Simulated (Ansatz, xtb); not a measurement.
## A geometry optimisation of ClFH2Si2 with r2SCAN-D4/def2-SVP

The starting geometry of this gas-phase singlet has its atoms placed at random.

```xyz
6

Cl    1.1877   -1.4459    0.0905
F     1.9328    0.2731    0.7117
Si   -0.3271    1.5791   -1.4146
Si   -1.0546   -0.0400   -0.2241
H    -1.2030   -1.7113   -0.2618
H    -0.8088    0.5871    1.6286
```

Task: One run relaxed it with r2SCAN-D4/def2-SVP. What is a likely outcome?

Result: It ends as a structure with Cl1 bridging Si4 and Si3, given below by its coordinates. Distances that change by over a tenth: Cl1–Si3 (3.70 → 2.59 Å), Si3–Si4 (2.14 → 2.41 Å), Si4–H5 (1.68 → 1.49 Å). Contacts that close: Cl1–Si4 (2.67 → 2.19 Å), F2–Si3 (3.37 → 1.65 Å), Si4–H6 (1.97 → 1.49 Å).

The energy falls by 8.85 eV over 22 steps:

| step | E − E(last) (eV) |
| --- | --- |
| 1 | 8.846 |
| 3 | 6.914 |
| 6 | 3.541 |
| 8 | 0.878 |
| 10 | 0.293 |
| 13 | 0.155 |
| 15 | 0.109 |
| 17 | 0.027 |
| 20 | 0.000 |
| 22 | 0.000 |

Final geometry (Å):

```yaml
atoms:
  - { symbol: Cl, position_ang: [1.0931, -1.4491, -0.0537] }
  - { symbol: F, position_ang: [1.4352, 1.7283, 0.0499] }
  - { symbol: Si, position_ang: [0.7393, 0.8650, -1.1682] }
  - { symbol: Si, position_ang: [-0.7881, -0.3648, 0.2391] }
  - { symbol: H, position_ang: [-1.8385, -1.3047, -0.2586] }
  - { symbol: H, position_ang: [-0.9140, -0.2326, 1.7217] }
```

From the same start GFN2-xTB ends elsewhere, at `F[Si][SiH2]Cl`.

From so rough a start the end depends on the optimiser's path, so another program may land elsewhere. No frequencies were run, so the end isn't proven a minimum. Run with Ansatz 0.2.0, 2.2 min on 1 thread of Intel(R) Xeon(R) Processor @ 2.50GHz (Skylake/Cascade Lake), with other jobs on the host.
